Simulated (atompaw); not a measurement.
# Which change was made? (Al, PAW (atompaw))

```json
{"Element": "aluminium", "Generator": "atompaw 4.2.0.5", "Type": "PAW", "Functional": "LDA (PW92)", "Relativity": "non-relativistic", "Frozen core": "[Ne]", "Valence charge": "3", "Reference configuration": "3s2 3p1", "Partial waves": "3s (bound): rc 1.65 bohr; 3s channel at 0.45 Ry: rc 1.65 bohr; 3p (bound): rc 2.85 bohr; 3p channel at 0.8 Ry: rc 2.85 bohr", "Local potential": "bessel scheme, radius 2.20 bohr", "Core correction": "smooth core density matched at 1.55 bohr", "Augmentation charge": "besselshape compensation charge, radius 2.15 bohr; PAW radius 2.85 bohr; waves and projectors: custom polynom vanderbiltortho"}
```

Cutoffs, loose and tight: the cutoffs (Ry, on a coarse ladder) from which the occupation-weighted sum of valence levels, in a spherical-Bessel basis at the reference potential, stays within 10 and 1 mRy of its value at 400 Ry. They see the waves, projectors and local potential, not the compensation charge or the core.

The base gives: outcome: generated; cutoff, loose: 15 Ry; cutoff, tight: 21 Ry; bound ghosts: none.

**Question.** After one change the result is: outcome: generated; cutoff, loose: 18 Ry; cutoff, tight: 21 Ry; bound ghosts: s. Which change was it?
A. all radii scaled by about 1.16 (s 1.92, p 3.30 bohr); local potential bessel scheme, radius 2.56 bohr; augmentation besselshape compensation charge, radius 2.50 bohr; PAW radius 3.30 bohr; waves and projectors: custom polynom vanderbiltortho; core correction smooth core density matched at 1.80 bohr
B. local potential bessel scheme, radius 1.50 bohr
C. augmentation besselshape compensation charge, radius 2.15 bohr; PAW radius 2.85 bohr; waves and projectors: custom rrkj gramschmidtortho

**Answer.** B. The others give: all radii scaled by about 1.16 (s 1.92, p 3.30 bohr); local potential bessel scheme, radius 2.56 bohr; augmentation besselshape compensation charge, radius 2.50 bohr; PAW radius 3.30 bohr; waves and projectors: custom polynom vanderbiltortho; core correction smooth core density matched at 1.80 bohr → outcome: generated; cutoff, loose: 10 Ry; cutoff, tight: 15 Ry; bound ghosts: none | augmentation besselshape compensation charge, radius 2.15 bohr; PAW radius 2.85 bohr; waves and projectors: custom rrkj gramschmidtortho → outcome: generated; cutoff, loose: 12 Ry; cutoff, tight: 15 Ry; bound ghosts: none.
